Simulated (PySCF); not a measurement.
Structure from NMR data

Molecular formula: C7H16OSi. Simulated spectra:

1H NMR (500 MHz, computed): δ 4.28 (q, 1H), 3.81 (s, 3H), 3.49 (s, 3H), 1.94 (d, 3H), 1.43 (s, 6H).

13C{1H} NMR (computed): δ 169.5 (C), 96.2 (CH), 54.1 (CH3), 33.1 (C), 25.3 (CH3), 14.2 (CH3).

- GFN2-xTB geometry
- σ from GIAO-PBE0/pcSseg-1
- run in PySCF 2.14.0 with density-fitted response routines
- fast rotation and ring inversion assumed for equivalent nuclei, one computed conformer, non-relativistic Hamiltonian, isolated molecule

References, each an isolated molecule treated in the same way: TMS for 1H (31.72 ppm) and 13C (186.93 ppm).

Question: What is the structure?

Answer: 
Rings plus π bonds: 1 (no ring in the answer). 6 carbon signals for 7 carbons: some carbons are equivalent by symmetry or fast rotation. Carbon types of the structure: 2 × C, 1 × CH, 4 × CH3, leaving 3 H on heteroatoms. δC 169.5: alkene carbon bearing oxygen; an sp2 carbon further deshielded by the attached heteroatom. δC 96.2: β carbon of an enol-ether or enamine type C=C; the O or N lone pair pushes π density onto this β carbon and shields it. δC 54.1: methyl carbon bonded to O; pulled downfield by the heteroatom. δC 14.2: allylic methyl carbon; a saturated carbon with 1 carbon neighbour and no heteroatom attached. δH 4.28: hydrogen on a β carbon of an enol-ether or enamine type C=C; lone-pair donation from O or N shields it, upfield of ordinary alkene protons. δH 3.49: hydrogen on a methyl carbon bonded to O; its carbon carries O, which withdraws density. δH 1.94: hydrogen on an allylic methyl carbon; allylic position.

The compound is SMILES C/C=C(/OC)C(C)(C)[SiH3].

The shifts were computed for this structure.

Shifts are as computed. Against solution values, carbons near 30 ppm lie about +3 ppm off and those near 130 ppm about +5 ppm. Of 1211 compounds with measured shifts, 218 miss one by over three times the rms of a fit or turn the order of signals round; such compounds aren't used in these exercises. No couplings were computed; multiplicities are counted from neighbouring protons, with m where these are inequivalent, close in shift, in a saturated or five-membered ring or joined by F or P, and br s for small geminal =CH2 splittings.
